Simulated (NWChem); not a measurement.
Species: H2BO2, doublet; SMILES O[B]O

```xyz
5

O     -1.2218     0.0000     0.0420
B      0.0000     0.0000    -0.5420
O      1.2218     0.0000     0.0420
H     -1.2136     0.0000     1.0193
H      1.2136     0.0000     1.0193
```
Atoms are numbered in this order, from 1.

All runs: NWChem. Spin-unrestricted. In the optimisation the excess spin sits in a1 (C2v, its own frame). Geometry: optimised at B3LYP/6-31G* (spherical d), spin-unrestricted. No stability test was run on the SCF state. Level SCAN/def2-SVP: energy and gradient on several grids; changes count from the extra-fine grid, which is no exact limit either.

```
grid     size of the energy change (μHa)  largest change of a gradient component (μHa/bohr)
-------  -------------------------------  -------------------------------------------------
xcoarse                             9000                                               5000
coarse                             10000                                               2000
medium                              2000                                               1000
fine                                1000                                                300
xfine                               < 10                                               < 30
```
